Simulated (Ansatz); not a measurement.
Compare A (`CN(C)[SiH2]O`) with its isomer B (`CC(O)N[SiH3]`).

Calculated with Ansatz (gas phase, PBE0-D4/def2-TZVP geometries, no zero-point term in ΔE). CBS: MP2 limit from def2 TZ/QZ plus the TZ coupled-cluster correction, frozen cores. Functionals use def2-TZVPP. B3LYP here is the variant with VWN-RPA as its local correlation; programs differ in this. One conformer a species, not always the lowest.

A:

Z-matrix (Å, degrees):
```
C
N 1 1.443
H 1 1.092 2 110.5
H 1 1.099 2 112.2 3 120.3
H 1 1.098 2 110.8 3 -119.4
C 2 1.441 1 113.8 3 177.2
Si 2 1.707 1 121.6 3 -14.6
H 6 1.100 2 112.3 1 61.5
H 6 1.092 2 110.5 1 -177.8
H 6 1.098 2 110.8 1 -58.5
O 7 1.652 2 117.3 1 -73.1
H 7 1.487 2 105.3 1 164.8
H 7 1.480 2 108.5 1 42.4
H 11 0.958 7 117.7 2 -68.5
```

B:

```xyz
14

C     0.9035    0.2029   -1.7404
C    -0.1784   -0.0479   -0.7159
O    -0.8690   -1.2088   -1.1471
N     0.3533   -0.1724    0.6113
Si   -0.4384    0.3569    2.0417
H     1.4379    1.1240   -1.5069
H     1.6124   -0.6294   -1.7375
H     0.4718    0.2782   -2.7391
H    -0.8724    0.8066   -0.7009
H    -1.5190   -1.4321   -0.4749
H     1.0987   -0.8492    0.6810
H    -0.8024    1.7924    1.9053
H    -1.7032   -0.3773    2.3538
H     0.5053    0.1560    3.1696
```

Problem. Which is lower in electronic energy at CCSD(T)/CBS, and by how much? (An estimate is asked.)

Solution. The calculation gave: A, by 29.1 kcal/mol.

Problem. Give E(B) − E(A) in kcal/mol with PBE-D4, B2PLYP, B3LYP, PBE0-D4, ωB97M-V, B3LYP-D4, CCSD/def2-TZVPP. (An estimate is asked.)

Solution. Ansatz gave: PBE-D4 27.2, B2PLYP 29.5, B3LYP 28.8, PBE0-D4 27.6, ωB97M-V 28.5, B3LYP-D4 29.2, CCSD/def2-TZVPP 28.8. None reverses the order clearly.

Largest T1 diagnostic: 0.011.
